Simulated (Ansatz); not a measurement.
Geometry optimisation, RKS PBE0/6-31G* (Ansatz 0.2.0).

The input (input.yaml):

```yaml
crystal:
  periodic: [false, false, false]
  atoms:
    - { symbol: B, position_ang: [-0.158235, 0.504417, -0.100406] }
    - { symbol: H, position_ang: [-0.438263, -0.453799, 2.085972] }
    - { symbol: H, position_ang: [0.890752, -0.077228, -0.17135] }
    - { symbol: O, position_ang: [-1.332079, -0.020758, -0.565266] }
    - { symbol: H, position_ang: [-1.198579, -0.904987, -0.920474] }
    - { symbol: "N", position_ang: [-0.183387, 1.860797, 0.471108] }
    - { symbol: H, position_ang: [-1.068326, 2.34553, 0.515842] }
    - { symbol: C, position_ang: [0.952604, 2.567387, 0.999802] }
    - { symbol: H, position_ang: [1.852656, 1.962413, 0.856925] }
    - { symbol: H, position_ang: [1.116571, 3.528498, 0.493263] }
    - { symbol: H, position_ang: [0.857664, 2.771063, 2.077225] }
    - { symbol: H, position_ang: [-0.385877, 0.252868, 2.061559] }
basis:
  gaussian: { orbitals: "6-31G*" }
hamiltonian:
  xc: pbe0
relax:
  f_tol: 0.03
  max_steps: 50
```

Launched with:

```bash
$ ansatz run input.yaml --threads 1 --pin off --max-ram 2048MiB --backend cpu --events-out ev --progress --plain --runs-dir out
```

**Question.** Where does it end, and by what steps?

**Answer.** It converged. The force dipped under the threshold on the way, but the program's further checks kept it going. After 16 steps the energy has fallen by 0.360 eV; H2 moved furthest, 1.41 Å.

```
step  energy less start (eV)  largest force component (eV/Å)  accepted
   0                  0.0000                           2.305       yes
   1                 -0.2097                           0.905       yes
   2                 -0.2849                           0.431       yes
   3                 -0.3207                           0.174       yes
   4                 -0.3377                           0.145       yes
   5                 -0.3419                           0.322       yes
   6                 -0.3484                           0.060       yes
   7                 -0.3497                           0.049       yes
   8                 -0.3511                           0.155       yes
   9                 -0.3529                           0.136       yes
  10                 -0.3540                           0.171       yes
  11                 -0.3553                           0.235       yes
  12                 -0.3582                           0.069       yes
  13                 -0.3584                           0.059       yes
  14                 -0.3592                           0.025       yes
  15                 -0.3596                           0.043       yes
  16                 -0.3597                           0.023       yes
```

```xyz
12
Properties=species:S:1:pos:R:3
B -0.107 0.616 -0.488
H -0.456 -0.003 3.420
H 0.974 0.184 -0.801
O -1.274 0.082 -0.979
H -1.092 -0.653 -1.573
N -0.187 1.693 0.407
H -1.104 2.047 0.649
C 0.920 2.401 0.999
H 1.856 1.943 0.666
H 0.939 3.459 0.703
H 0.898 2.358 2.097
H -0.462 0.208 2.705
```

Whether the end is a true minimum wasn't checked by a vibrational analysis.

Time of the run: 61 s on 1 thread of Arm Neoverse V1 (shared host), peak memory 0.14 GiB.
